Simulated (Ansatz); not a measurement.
`BF` + `[NH2][AlH][OH]` → `B[O][AlH][NH2]` + H–F  (ligand exchange at a B–F bond)

Computed with Ansatz on PBE0-D4/def2-TZVP structures; ΔE is electronic, products minus reactants. CCSD(T)/CBS is the MP2 limit (def2-TZVPP, def2-QZVPP) plus CCSD(T) − MP2 in def2-TZVPP, frozen cores. This one scheme is used for every species. DFT in def2-TZVPP. B3LYP here is the variant with VWN-RPA as its local correlation; programs differ in this. HSE06 is defined as in plane-wave codes. One conformer a species, not always the lowest.

```csv
level,ΔE (kJ/mol),difference from CCSD(T)/CBS
LDA (SPW92),-2.6,-0.3
PBE-D4,0.6,2.9
revPBE-D4,-0.1,2.2
BLYP-D4,1.6,3.9
B97M-V,1.8,4.1
B3LYP-D4,-0.2,2.1
r2SCANh-D4,1.0,3.3
r2SCAN0-D4,-0.5,1.8
HSE06-D4,-1.8,0.5
BHLYP-D4,-1.1,1.2
CAM-B3LYP-D4,1.3,3.6
ωB97M-V,1.9,4.2
B2PLYP,2.7,5.0
PBE-QIDH,-0.9,1.4
PBE,3.1,5.4
revPBE,4.9,7.2
BLYP,6.4,8.7
r2SCAN,2.8,5.1
PBE0,0.5,2.8
B3LYP,3.7,6.0
r2SCANh,1.8,4.1
r2SCAN0,0.5,2.8
HSE06,0.4,2.7
BHLYP,2.5,4.8
CAM-B3LYP,3.7,6.0
LC-ωPBE,3.1,5.4
HF/def2-SVP,-0.4,1.9
MP2/def2-SVP,-0.9,1.4
CCSD/def2-SVP,-0.5,1.8
HF/def2-TZVPP,4.6,6.9
MP2/def2-TZVPP,-0.9,1.4
SCS-MP2/def2-TZVPP,1.3,3.6
CCSD/def2-TZVPP,0.5,2.8
CCSD(T)/def2-TZVPP,0.1,2.4
HF/def2-QZVPP,4.2,6.5
MP2/def2-QZVPP,-2.4,-0.1
SCS-MP2/def2-QZVPP,-0.1,2.2
HF/CBS(def2),4.1,6.4
MP2/CBS(def2),-3.3,-1.0
CCSD/CBS(def2),-1.9,0.4
CCSD(T)/CBS,-2.3,0
```

Largest T1 diagnostic among the species: 0.013.

The D4 term adds −3.9 kJ/mol with B3LYP and −2.2 kJ/mol with PBE0; it sums over pairs of atoms, weighted by their polarisabilities, and B3LYP, whose exchange is more repulsive, gets the larger term. From BLYP to BHLYP (50 % exact exchange), in def2-TZVPP and without D4, ΔE moves by −3.9 kJ/mol.
